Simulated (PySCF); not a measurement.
## Working out the ionisation energy of Ru+

Ru+ [Kr] 4d7 (4F) → Ru(2+) [Kr] 4d6 (5D). All numbers are calculated (PySCF 2.14, a scalar-relativistic core potential, in aug-cc-pVDZ-PP with ECP28MDF (5s5p4d2f, 54 functions)). Frozen: 4s2 4p6. Energies in hartree (1 hartree = 27.21139 eV):

```tsv
part	Ru+ (lower)	Ru(2+) (upper)
UHF	-93.581036	-93.033111
MP2 opposite-spin	-0.070947	-0.032473
MP2 same-spin	-0.051684	-0.044765
```

**Question.** What does Hartree-Fock give?

**Answer.** (-93.033111) − (-93.581036) = 0.547925 hartree = 14.910 eV.

**Question.** What do MP2 and SCS-MP2 (6/5 opposite-spin, 1/3 same-spin) give?

**Answer.** The opposite-spin parts differ by 1.047 eV and the same-spin parts by 0.188 eV. MP2: 14.910 + (1.047) + (0.188) = 16.145 eV. SCS-MP2: 14.910 + 1.2 × (1.047) + (0.188)/3 = 16.229 eV.

Reference: 16.76 ± 0.06 eV (semi-empirical (NIST evaluation); NIST Atomic Spectra Database, ionization energies), between the lowest levels; spin-orbit coupling is absent from the calculation.

A double-zeta basis recovers only part of the correlation energy.

What remains against the reference includes basis incompleteness, the frozen core and correlation beyond second order.
